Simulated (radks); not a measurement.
Spherical quantum dot in the effective-mass picture: electrons in a hard-walled sphere of radius 9.67, all in effective atomic units (hartree* = m*/eps^2 hartree, bohr* = eps/m* bohr), one dielectric constant everywhere. Method: non-relativistic Kohn-Sham, LDA (Slater exchange, Perdew-Wang correlation), spin-polarised, spherical densities; computed with a radial shooting solver with Libxc functionals. Levels are named by radial order and angular momentum (1s, 1p, 1d, 2s, ...), and open shells are averaged over m.

N = 23, configuration 1s2 1p6 1d10 1f(up 5, down 0). This is the lowest configuration that the search found. Occupied and some empty levels:

| level | occupation | eigenvalue (hartree*) | <r> (bohr*) |
|---|---|---|---|
| 1s up | 1 | 2.8280 | 7.349 |
| 1s down | 1 | 2.8461 | 7.324 |
| 1p up | 3 | 2.8481 | 7.404 |
| 1p down | 3 | 2.8664 | 7.385 |
| 1d up | 5 | 2.8869 | 7.481 |
| 1d down | 5 | 2.9056 | 7.467 |
| 1f up | 5 | 2.9434 | 7.563 |
| 1f down | 0 | 2.9623 | 7.554 |
| 1g up | 0 | 3.0163 | 7.644 |
| 1g down | 0 | 3.0355 | 7.638 |
| 2s up | 0 | 3.1328 | 4.585 |
| 2s down | 0 | 3.1381 | 4.537 |
| 2p up | 0 | 3.2019 | 5.235 |
| 2p down | 0 | 3.2092 | 5.202 |
| 2d up | 0 | 3.2946 | 5.664 |
| 2d down | 0 | 3.3035 | 5.638 |

Energy (hartree*): total 34.5917, kinetic 5.7385, external 0, Hartree 33.223, exchange-correlation -4.3694.
